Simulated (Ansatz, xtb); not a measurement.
## Two isomers of C4H5ClFN

Structure I: `C[C@](F)(C#N)CCl`, a singlet. Structure II: `C=N/C=C(\Cl)CF`, a singlet. Both are isolated molecules in the gas phase, relaxed with r2SCAN-D4/def2-SVP; each stands in its lowest conformer found.

I (Å):

```csv
atom,x (Å),y (Å),z (Å)
C,0.6476,-2.8357,0.1285
C,-0.1413,-1.8843,1.0097
C,-1.5911,-1.9906,0.7411
C,0.3233,-0.4257,0.9269
Cl,0.1111,0.2528,-0.7095
F,0.0632,-2.2414,2.3421
N,-2.7311,-2.0948,0.5447
H,1.7130,-2.7631,0.3930
H,0.3035,-3.8657,0.2948
H,0.5172,-2.5757,-0.9307
H,1.3898,-0.3856,1.1912
H,-0.2535,0.1849,1.6351
```

II (Å):

```xyz
12

C    -0.1365   -4.3869    0.6441
C    -0.0688   -2.1082    0.6254
C     0.5698   -0.9268    0.7614
C    -0.0791    0.4111    0.5850
Cl    2.2470   -0.8065    1.1640
F    -1.4092    0.2776    0.2654
N     0.5602   -3.3261    0.7954
H    -1.2157   -4.3766    0.3842
H     0.3435   -5.3664    0.7746
H    -1.1398   -2.0651    0.3666
H     0.4345    0.9721   -0.2183
H     0.0146    0.9974    1.5185
```

**Question.** Estimate E(II) − E(I) at the level CCSD(T)/def2-SVP + ΔMP2/def2-TZVPP.

**Answer.** Calculated at CCSD(T)/def2-SVP + ΔMP2/def2-TZVPP: E(II) − E(I) = +1.090 eV, so structure I lies lower.

The same difference at several levels:

| level | geometry | E(II) − E(I) (eV) | departure from the last row (eV) | job, with rough time for the two |
| --- | --- | --- | --- | --- |
| GFN2-xTB | GFN2-xTB | +0.238 | −0.852 | optimisation, 0.16 s |
| HF/STO-3G | GFN2-xTB | +2.140 | +1.049 | single point, 0.5 s |
| r2SCAN-D4/def2-SVP//GFN2-xTB | GFN2-xTB | +0.823 | −0.267 | single point, 5.6 s |
| r2SCAN-D4/def2-SVP | r2SCAN-D4/def2-SVP | +0.819 | −0.271 | optimisation, 53 s |
| HF/def2-SVP | r2SCAN-D4/def2-SVP | +1.096 | +0.006 | part of the CCSD(T) run |
| MP2/def2-SVP | r2SCAN-D4/def2-SVP | +1.338 | +0.248 | part of the CCSD(T) run |
| CCSD(T)/def2-SVP | r2SCAN-D4/def2-SVP | +1.163 | +0.072 | single point |
| CCSD(T)/def2-SVP + ΔMP2/def2-TZVPP | r2SCAN-D4/def2-SVP | +1.090 |  | single point, 90 s |

As drawn, II has 1 C=N, 1 C–N, 1 C=C in place of 2 C–C, 1 C≡N.

None of the levels shown reverses the order. The largest departure from CCSD(T)/def2-SVP + ΔMP2/def2-TZVPP is that of HF/STO-3G, 1.049 eV. The last row adds to CCSD(T) the change of the MP2 difference between the two basis sets, here −0.072 eV.

With thermal terms from frequencies at re-optimised GFN2-xTB minima (ideal gas, soft modes damped towards free rotors, one conformer each, 298.15 K, 1 atm): the zero-point term adds −0.038 eV; ΔH is +1.050 and ΔG +1.039 eV.

The correlated steps freeze 11 core orbitals. Mirror images aren't counted in ΔG. Programs: Ansatz 0.2.0, xtb 6.7.1; the last row on 2 threads of Arm Neoverse V1 on a shared host.
